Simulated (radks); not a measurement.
Q: The germanium ion Ge3+, [Ar] 3d10 4s1. All-electron calculation, non-relativistic Kohn-Sham, LDA (Slater exchange, Perdew-Wang correlation), spin-polarised, spherical densities, point nucleus. Program: a radial shooting solver on a logarithmic mesh with Libxc functionals. Every spin shell is full or empty, so the densities are truly spherical. Functionals are evaluated on that one density, not self-consistently. Rank these exchange functionals by their error against the exact value of the orbitals, and give that value: LDA, B88, PBE, revPBE, PW86, OPTX, AM05, B86b, G96, TPSS, revTPSS, r2SCAN, MS2.

A: Exact: -76.5416 hartree. From best to worst, with 100 (|E| - |E exact|)/|E exact| (equal figures are ties): revPBE -0.05, r2SCAN +0.08, TPSS +0.10, B88 +0.22, B86b +0.23, PW86 +0.25, PBE -0.27, MS2 -0.27, G96 +0.47, revTPSS -0.63, OPTX +0.94, AM05 -5.17, LDA -5.69.
